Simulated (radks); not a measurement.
Spherical jellium clusters: N electrons in a uniform positive sphere of charge N and radius rs N^(1/3), rs = 4.72 bohr. Level of theory: non-relativistic Kohn-Sham, PBE, spin-polarised, spherical densities (a radial shooting solver with Libxc functionals). Levels are named by radial order and angular momentum (1s, 1p, 1d, 2s, ...), and open shells are averaged over m. Each electron was tried in the lowest free levels, single moves between levels near the top were tried too, and the lowest total energy was kept; such a search can miss a lower state. The series stops at N = 9: beyond it a trial failed or the search could not be trusted, so later rows were left out. Energies include the self-energy of the background; IP and EA are vertical (highest electron removed, lowest free level filled), at fixed background; spill-out counts the electrons outside the background radius R, and alpha is the static dipole polarisability from linear response (closed shells only). A dash means not computed or, for alpha, an open shell; in EA it means that no bound solution was reached, which is typical of self-interaction and does not show that the anion is unstable. Real open-shell clusters deform, which this model forbids.

N	open shells	2S	E(N+1) + E(N-1) - 2E(N) (eV)	IP (eV)	-e(HOMO) (eV)	spill-out (e)
1	1s(up 1, down 0)	1	-	-	2.770	0.31
2	none	0	0.723	4.565	2.805	0.46
3	1p(up 1, down 0)	1	-0.556	3.523	2.048	0.72
4	1p(up 2, down 0)	2	-0.342	3.960	2.460	0.86
5	1p(up 3, down 0)	3	0.435	4.172	2.711	0.96
6	1p(up 3, down 1)	2	-0.372	3.628	2.374	1.09
7	1p(up 3, down 2)	1	-0.230	3.931	2.649	1.19
8	none	0	0.873	4.096	2.828	1.27
9	1d(up 1, down 0)	1	-	3.164	2.015	1.42

All shells are closed at N = 2, 8 (there: 1s2 1p6); the second difference of the energy has clear peaks (12 % above both neighbours; the first and last values, which can be the largest, are not judged, and half-filled shells can peak too) at N = 5.
